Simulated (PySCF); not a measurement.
## Mass spectrum arithmetic for `P[SiH]1P[SiH2]P1`

Species: `P[SiH]1P[SiH2]P1`.

Calculated from tabulated atomic weights, isotope masses and abundances; no fragmentation.

Task: Molar mass and exact mass?

Result: For H7P3Si2, with standard atomic weights, 3 × 30.974 + 2 × 28.085 + 7 × 1.008 = 156.148 g/mol. From the most abundant isotopes (31P, 28Si, 1H), 3 × 30.973762 + 2 × 27.976927 + 7 × 1.007825 = 155.9299 u.

Task: What cluster does the molecular ion M+• show when like nominal masses merge?

Result: 
```
nominal mass  m/z (centroid)  relative intensity
         156        155.9294               100.0
         157        156.9290                10.2
         158        157.9263                 7.0
         159        158.9259                 0.3
         160        159.9231                 0.1
```

Lines under 0.1 % of the tallest are left out. One electron mass, 0.00055 u, is taken off.

Task: What share of all molecules is the monoisotopic species?

Result: 1^3 × 0.922297^2 × 0.999885^7 = 84.99 %.

Task: Which m/z would the protonated, sodiated and deprotonated molecule have?

Result: [M+H]+ 156.9372, [M+Na]+ 178.9191, [M−H]− 154.9226, for the monoisotopic species (arithmetic only; whether such ions form is another matter).

Task: List the species in which a single atom is changed from its most abundant isotope.

Result: Intensity in % of the monoisotopic species:

```
isotope  mass shift (u)       m/z  intensity (%)
   29Si        +0.99957  156.9289          10.16
     2H        +1.00628  156.9356           0.08
   30Si        +1.99684  157.9262           6.69
```

Species under 0.02 % are left out.

Task: What is the composition by mass?

Result: P 59.51 %, Si 35.97 %, H 4.52 %.
